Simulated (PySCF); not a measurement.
Computed with B3LYP-D3(BJ)/def2-TZVP // PBE-D3(BJ)/def2-SVP run with PySCF. Isolated molecules, 0 K electronic values unless said otherwise. B3LYP has the VWN-RPA correlation part, as in Gaussian. 

Reference species: [Zn(Br)2] (neutral, multiplicity 1).

The mean distance from the central atom to its bonded neighbours is 2.237 Å, the coordination number is 2 and the charge on the central atom (meta-Löwdin) is 1.17 e. The HOMO comes out as -8.30 eV.

Changed species: [Zn(CH3)(Br)] (1 of 2 CH3 replaced by Br; the reference has 2 of 2 CH3 replaced by Br).

What does the change do to the mean distance from the central atom to its bonded neighbours, coordination number, charge on the central atom (meta-Löwdin) and HOMO?

the mean distance from the central atom to its bonded neighbours falls by 0.140 Å, to 2.097 Å; the coordination number is nearly the same; the charge on the central atom (meta-Löwdin) decreases by 0.09 e, to 1.08 e; the HOMO increases by 0.43 eV, to -7.87 eV.
